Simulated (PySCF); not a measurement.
Stepwise substitution at one centre (B CH3-I). Isolated molecules, 0 K electronic values unless said otherwise. Strings in code marks are SMILES.

Quantity: vertical ionisation energy (energy after one electron is removed minus that of the parent at the parent's geometry), in eV.

Case: `CB(C)I`. Geometry of `CB(C)I` (neutral, multiplicity 1, Å):

```xyz
10

C      1.3730    -0.0623    -0.2392
B     -0.0720     0.4784    -0.0541
C     -1.2996    -0.4086     0.2943
I     -0.3961     2.5945    -0.2963
H      1.3828    -1.1086    -0.5581
H      2.0046     0.5338    -0.8975
H      1.8439    -0.0396     0.7546
H     -2.0867     0.1008     0.8503
H     -1.7436    -0.7177    -0.6634
H     -1.0117    -1.3284     0.8114
```

Q: Estimate the vertical ionisation energy (energy after one electron is removed minus that of the parent at the parent's geometry) that TPSSh-D3(BJ)/def2-TZVP // PBE0-D3(BJ)/def2-TZVP (PySCF) returns for this input.

A: 9.32 eV.
